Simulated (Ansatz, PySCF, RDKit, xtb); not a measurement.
Noncovalent pair: CH4O (SMILES CO) (first 6 atoms) with CH2F2 (SMILES FCF); geometry from B3LYP-D3(BJ)/def2-TZVP.
(charge 0, multiplicity 1):
```xyz
11

C      0.387    -0.581     0.425
O      0.263     0.755     0.909
H     -0.270    -0.764    -0.431
H      0.092    -1.238     1.240
H      1.418    -0.817     0.143
H      0.540     1.364     0.218
F     -0.012    -1.079     3.871
C      0.249     0.240     4.133
F      1.390     0.305     4.880
H     -0.576     0.638     4.726
H      0.407     0.754     3.186
```

Counterpoise-corrected where a basis set is named; no monomer relaxation.

Run with Ansatz (an electronic-structure program); PySCF for the dispersion terms; RDKit for the force fields; xtb for the GFN methods. Each number belongs to the level named beside it.

One of these levels gives -157.2 meV for the interaction energy. Which one is it?
A) GFN-FF
B) MMFF94
C) PBE/def2-TZVPPD
D) B3LYP-D3(BJ)/def2-TZVPPD

A, GFN-FF. The others give -77.1 (MMFF94), -101.6 (PBE/def2-TZVPPD), -141.1 (B3LYP-D3(BJ)/def2-TZVPPD)
